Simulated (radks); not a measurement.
Values are calculated unless marked as measured or tabulated.
All-electron atom: F3+ in [He] 2s2 2p2. Level of theory: scalar-relativistic Kohn-Sham, PBE, spin-unpolarised, spherical densities, point nucleus (a radial shooting solver on a logarithmic mesh with Libxc functionals). Some entries of the table are withheld. Estimate them.

orbital  occ.  eigenvalue (Ry)  <r^2> (bohr^2)
1s          2        -54.48904             (1)
2s          2              (2)          0.9101
2p          2         -5.34781             (3)

Answer. 
(1) 1s <r^2> (bohr^2): 0.04181
(2) 2s eigenvalue (Ry): -6.70365
(3) 2p <r^2> (bohr^2): 0.8499
